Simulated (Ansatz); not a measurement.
Isomers of C3H5AlS, relaxed with PBE0-D4/def2-TZVP in Ansatz; electronic energies, one conformer each and not always the lowest. Functionals use def2-TZVPP; CBS adds triple-zeta CCSD(T) − MP2 to the MP2 limit of def2-TZVPP and def2-QZVPP.

Question: Order them by energy at frozen-core CCSD(T)/CBS, lowest first. (An estimate is asked.)
A. `CSC#[C][AlH2]`
B. `C=[C]1[S][Al]1[CH3]`
C. `S[CH]1C=[CH][AlH]1`

Answer: B (0.0 kJ/mol), C (110.4 kJ/mol), A (142.1 kJ/mol).

Question: How do r2SCAN-D4, HF/CBS(def2), B3LYP, B3LYP-D4 place them (kJ/mol, against `C=[C]1[S][Al]1[CH3]`)? (An estimate is asked.)

Answer: Ansatz gave: 
| isomer | r2SCAN-D4 | HF/CBS(def2) | B3LYP | B3LYP-D4 |
| --- | --- | --- | --- | --- |
| `CSC#[C][AlH2]` | 154.7 | 102.9 | 133.4 | 134.8 |
| `S[CH]1C=[CH][AlH]1` | 126.1 | 95.5 | 121.4 | 116.7 |

B3LYP here is the variant with VWN-RPA as its local correlation; programs differ in this.
